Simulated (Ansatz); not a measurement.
Molecule: CH$_{4}$BS$_{2}$ (charge 0, doublet). It need not be the lowest isomer of its formula. 
Structure (B3LYP-D3(BJ)/def2-TZVP (Ansatz, an electronic-structure program) minimum search):
SMILES: [CH2]B(S)S
```xyz
8

C     -1.6157    -0.2397     0.9688
B     -0.3243    -0.0528     0.1974
S     -0.1751     1.4348    -0.8318
S      1.0501    -1.2346     0.2619
H     -2.4308     0.4742     0.9223
H     -1.8009    -1.0939     1.6101
H      1.0591     1.2305    -1.3235
H      0.4880    -2.1133     1.1090
```
Charge 0, spin multiplicity 2.

Dipole moments at this geometry, in debye (magnitudes).

```
level                    program  dipole (D)
-----------------------  -------  ----------
PBE/def2-TZVPD            Ansatz        1.02
BLYP/def2-TZVPD           Ansatz        0.98
revPBE/def2-TZVPD         Ansatz        1.03
r2SCAN/def2-TZVPD         Ansatz        1.13
B3LYP/def2-TZVPD          Ansatz        1.13
PBE0/def2-TZVPD           Ansatz        1.19
BHLYP/def2-TZVPD          Ansatz        1.29
r2SCANh/def2-TZVPD        Ansatz        1.17
r2SCAN0/def2-TZVPD        Ansatz         [?]
HSE06/def2-TZVPD          Ansatz        1.18
CAM-B3LYP/def2-TZVPD      Ansatz        1.25
LC-wPBE/def2-TZVPD        Ansatz        1.37
wB97X-V/def2-TZVPD        Ansatz        1.32
CCSD(T)/aug-cc-pV(D+d)Z   Ansatz         [?]
```

Complete the blanks.


- r2SCAN0/def2-TZVPD, dipole (D): 1.23
- CCSD(T)/aug-cc-pV(D+d)Z, dipole (D): 1.15
